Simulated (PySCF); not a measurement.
# How the method changes the shape and vibrations of BH3O2Si

These are calculations, not measurements. The program is PySCF 2.14.0, an open-source quantum chemistry code, run on an isolated molecule that a program drew, which may never have been made. The molecule is BH3O2Si (charge 0, singlet), drawn as the SMILES string `B[Si](=O)O`.

The geometry was optimised and harmonic frequencies were computed with HF and MP2, all in the cc-pV(D+d)Z basis, for the commonest isotopes, with a restricted reference for singlets and an unrestricted one otherwise, and a frozen core in MP2. Each result is a local minimum of its method.

Geometry at the HF minimum:
```xyz
7
BH3O2Si, angstrom
B    -0.5013    1.4314    0.8839
Si   -0.0145   -0.0439   -0.3912
O     0.5813    0.0945   -1.7568
O    -0.3902   -1.4416    0.3367
H     0.2951    1.8364    1.6782
H    -1.5889    1.9267    0.8543
H    -0.2286   -2.2567   -0.1213
```

Lengths of the bonds as drawn, in Å (atoms numbered as above):
```
bond,HF,MP2
B1-Si2,2.010,2.009
Si2-O3,1.496,1.538
Si2-O4,1.620,1.649
B1-H5,1.195,1.203
B1-H6,1.195,1.203
O4-H7,0.949,0.970
```

Rotational constants, in GHz:
```
constant,HF,MP2
A,7.783,7.487
B,6.357,6.28
C,3.606,3.518
```

Harmonic frequencies in cm^-1, each column in rising order, so a row needn't be the same motion in every method:
| rank | HF | MP2 |
|---|---|---|
| 1 | 179 | 157 |
| 2 | 184 | 160 |
| 3 | 289 | 262 |
| 4 | 337 | 304 |
| 5 | 508 | ? |
| 6 | 653 | 634 |
| 7 | 686 | 653 |
| 8 | 864 | 811 |
| 9 | 957 | 910 |
| 10 | 966 | 926 |
| 11 | 1256 | 1198 |
| 12 | 1357 | 1225 |
| 13 | 2709 | 2655 |
| 14 | 2796 | 2748 |
| 15 | 4131 | 3841 |

**Estimate the missing MP2 frequency from the HF column.**

A single factor s that minimises the squared misfit of MP2 against s times HF over the other rows is sum(HF x MP2) / sum(HF^2) = 0.9512, with an rms misfit of 44 cm^-1. For rank 5 it gives 0.9512 x 508 = 483 cm^-1. The calculation gives 456 cm^-1, 27 cm^-1 below the estimate. The drawn bonds are on average 1.3 % longer in MP2 than in HF.
